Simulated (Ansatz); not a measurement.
Ansatz (an electronic-structure program) input (PBE0/def2-QZVPP):
A basis named .json is the Basis Set Exchange file of that set.

Ansatz 0.2 input:
```yaml
crystal:
  periodic: [false, false, false]
  atoms:
    - {symbol: Y, position_ang: [-0.00000000, -0.00000000, -0.38613944]}
    - {symbol: O, position_ang: [0.00000000, 0.00000000, 1.56699291]}
    - {symbol: H, position_ang: [0.00000000, 0.00000000, 2.52349477]}
basis:
  gaussian:
    orbitals: def2-QZVPP.json
hamiltonian:
  xc: {name: PBE0}
```

End of the output:

```
integrals: 0.05 GiB planned
672 factors; their error is unknown
mean field: 0.57 GiB planned
mean field evaluation 1: about -3097.4204 eV, gradient 6.6e1 eV
mean field evaluation 2: about -3016.0264 eV, gradient 1.9e2 eV
mean field evaluation 4: about -3104.8794 eV, gradient 5.8e0 eV
mean field evaluation 8: about -3104.9813 eV, gradient 1.4e-1 eV
mean field evaluation 16: about -3104.9814 eV, gradient 2.2e-5 eV
mean field -3104.98135120 eV, -114.1059600246 hartree, gradient 2.2e-5 eV, S^2 0.000000; 0 other end points of the search recorded, 0 dependent functions left out
reference -3104.98138475 eV, -114.1059612576 hartree; 10, 10 occupied and 158, 158 virtual orbitals, 672 factors
Total energy: -3104.98138475 eV, -114.1059612576 hartree
```
